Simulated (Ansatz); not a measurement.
Reaction (formal exchange of groups at a C–C bond): `C[CH]([AlH2])CCl` + `[SiH3]Br` → `ClC[SiH2]Br` + `C[CH2][AlH2]`

Computed with Ansatz on PBE0-D4/def2-TZVP structures; ΔE is electronic, products minus reactants. CCSD(T)/CBS adds triple-zeta CCSD(T) − MP2 to the extrapolated MP2 energy (def2 sets, frozen cores). Functionals use def2-TZVPP. For Br outer-core shells are correlated without core-valence functions, which leaves a few kJ/mol of doubt a bond. Scalar relativity is left out up to krypton. One conformer a species, not always the lowest.

Is it downhill or uphill in electronic energy at CCSD(T)/CBS, and by how much? (An estimate is asked.)

Computed: Downhill: ΔE = -6.1 kcal/mol.

What do these levels give: PBE0-D4, ωB97X-V, ωB97M-V, B2PLYP, r2SCAN, MP2/def2-TZVPP, SCS-MP2/def2-TZVPP, CCSD(T)/def2-TZVPP, MP2/def2-QZVPP, HF/CBS(def2), MP2/CBS(def2), CCSD/CBS(def2)? (Estimate.)

Computed: PBE0-D4 -6.2, ωB97X-V -6.0, ωB97M-V -6.5, B2PLYP -6.3, r2SCAN -6.3, MP2/def2-TZVPP -5.6, SCS-MP2/def2-TZVPP -5.6, CCSD(T)/def2-TZVPP -5.6, MP2/def2-QZVPP -5.9, HF/CBS(def2) -6.3, MP2/CBS(def2) -6.1, CCSD/CBS(def2) -6.4 kcal/mol.

Largest T1 diagnostic among the species: 0.010.
